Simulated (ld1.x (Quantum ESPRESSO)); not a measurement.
Before and after: TM potential for titanium (Ti)

ld1.x (Quantum ESPRESSO) 7.5 input, shortened:

```
&input
   title='Ti', zed=22., rel=1, dft='PBE', iswitch=3,
   config='[Ar] 3d2 4s2 4p0'
 /
 &inputp
   pseudotype=2, tm=.true., lloc=0,
   nlcc=.false.
 /
3
4P  2  1   0.00   0.00  2.90  2.90  0.0
3D  3  2   2.00   0.00  2.55  2.55  0.0
4S  1  0   2.00   0.00  2.25  2.25  0.0
 &test
   configts(1)='3d2 4s2 4p0'
 /
```

Change: fully relativistic.

Cutoffs: the cutoffs (Ry, on a coarse ladder) from which the occupation-weighted sum of valence levels, in a spherical-Bessel basis at the reference potential, stays within 10 and 1 mRy of its value at 400 Ry; they do not see the model core or the augmentation charge, which bear on the density cutoff. Errors are all-electron minus pseudo energies relative to the spin-unpolarised reference configuration.

Q: How do hardness, ghosts and transferability respond?

A: The potential gets neither clearly harder nor softer (35 Ry and 45 Ry → 35 Ry and 45 Ry); of the 7 tests that both files solve, the error grows in 1 and shrinks in 0 by more than 15 % and 0.3 meV (median size 175.1 → 173.6 meV); neither file shows a bound ghost.

```csv
quantity,base,changed
"cutoff, loose",35 Ry,35 Ry
"cutoff, tight",45 Ry,45 Ry
bound ghosts,none,none
"error for 3d2 4s1 4p0, meV [ΔE 7.35 eV]",+13,+13
"error for 3d2 4s0 4p0, meV [ΔE 20.92 eV]",+199,+200
"error for 3d1 4s0 4p0, meV [ΔE 47.87 eV]",+489,+490
"error for 3d1 4s2 4p0, meV [ΔE 9.74 eV]",+230,+229
"error for 3d1 4s2 4p1, meV [ΔE 4.67 eV]",+175,+174
"error for 3d2 4s1.5 4p0, meV [ΔE 2.94 eV]",+1.4,+1.7
"error for 3d2.5 4s1.5 4p0, meV [ΔE 0.35 eV]",+7.7,+8.4
s: phases at 3.17 bohr within 0.05 rad from the reference energy up to (Ry; the scan ends near 5),1.4,1.4
```
